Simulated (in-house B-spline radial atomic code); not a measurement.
RPA and G0W0 on r2SCAN: Ga+

Configuration [Ar] 3d10 4s2, mean-field start r2SCAN. Computed with an all-electron radial atomic-structure program (B-spline basis): all electrons, scalar-relativistic (spin-free one-electron X2C), finite nucleus, each spin shell either full or empty, empty states to l = 9 with an (l + 1/2)⁻⁴ tail; G0W0 by contour deformation at full frequency.

Command:
```bash
python run_gw.py task.json out
```
Settings (radii: box in bohr, nucleus in fm):
```
Z                        31
electrons                30
configuration            [Ar] 3d10 4s2
hamiltonian              x2c
method                   r2scan
lmax                     9
rms_radius               3.9973
spin_polarised           False
box_radius               23.78
intervals                71
ion_configuration        [Ar] 3d10 4s1
```

Cost of the run: 7.9 s on 1 thread of Arm Neoverse N1, with other jobs on the host.

Energies (hartree):

| term | value |
| --- | --- |
| mean-field total | -1943.64282 |
| Hartree-Fock functional on these orbitals | -1942.00403 |
| direct second order | -2.7682 |
| second-order exchange | 0.7948 |
| SOSEX correction | 0.70258 |

Task: What is the RPA correlation energy, and what remains with SOSEX?

Result: RPA gives -2.27 hartree (-2.06 eV per electron); RPA + SOSEX gives -1.5674, and the second-order doubles -1.9734 hartree (no singles). SOSEX takes back 31 % of the RPA value.

Quasi-particle levels (eV):

| level | occupied | mean field | Σx - vxc | Σc | QP weight | G0W0 |
| --- | --- | --- | --- | --- | --- | --- |
| 4s | yes | -16.607 | -2.53 | ? | ? | ? |
| 4p | no | -8.748 | 4.28 | -1.30 | 0.937 | -5.771 |

G0W0 = mean field + (Σx - vxc) + Σc, with Σc (partial-wave tail included) taken at the quasi-particle energy. Only the outer levels were computed. Levels of low weight are left out.

Task: Where does G0W0 put 4s?

Result: At -20.827 eV, with Σc = -1.69 eV and a quasi-particle weight of 0.931. The tabulated removal energy is 20.515 eV (NIST, measured); the calculation leaves out spin-orbit coupling, Breit and QED terms, and what these don't explain is the method's own error.

Task: What does it cost to remove one electron (to [Ar] 3d10 4s1) by differences of total energies, each species on its own start (correlation terms add to the Hartree-Fock functional)?

Result: r2SCAN 20.520 eV, Hartree-Fock functional 18.587 eV, + RPA 20.851 eV, + RPA + SOSEX 20.319 eV, + second order 21.646 eV. Tabulated: 20.515 eV (NIST, measured); the calculation leaves out spin-orbit coupling, Breit and QED terms, and what these don't explain is the method's own error.
